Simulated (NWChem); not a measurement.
# CH$_{5}$B; SMILES BC

```xyz
7

B     -0.0011    -0.8709    -0.0177
H      1.0281    -1.4845     0.0174
H     -1.0258    -1.4916     0.0199
C     -0.0021     0.6896    -0.0299
H      0.0392     0.9788     1.0380
H     -0.9112     1.1493    -0.4321
H      0.8810     1.1436    -0.4933
```
Atoms are numbered in this order, from 1.

Computed with NWChem. Pople sets run with spherical d functions. Structure relaxed at the B3LYP/6-31G* (spherical d) level. GIAO values for the isolated, static molecule; σ is the absolute isotropic shielding, δ = σ(reference) − σ with the isolated reference molecule computed at the same levels (11B: boron trifluoride, 13C: tetramethylsilane, 1H: tetramethylsilane).

Order these runs by computing time, cheapest first, and give rough ratios: PBE0/pcSseg-1; B3LYP/IGLO-III; Hartree-Fock/6-31G*.

Hartree-Fock/6-31G* (1), PBE0/pcSseg-1 (4), B3LYP/IGLO-III (20). Ratios are rough, from one shared machine; the cheapest took roughly 5 core-seconds. What differs between the cheapest and the dearest: δ B1 (ppm) 68.9 → 83.1; δ H2 (ppm) 7.65 → 7.83; δ H3 (ppm) 7.67 → 7.85; δ C4 (ppm) 12.7 → 16.5.
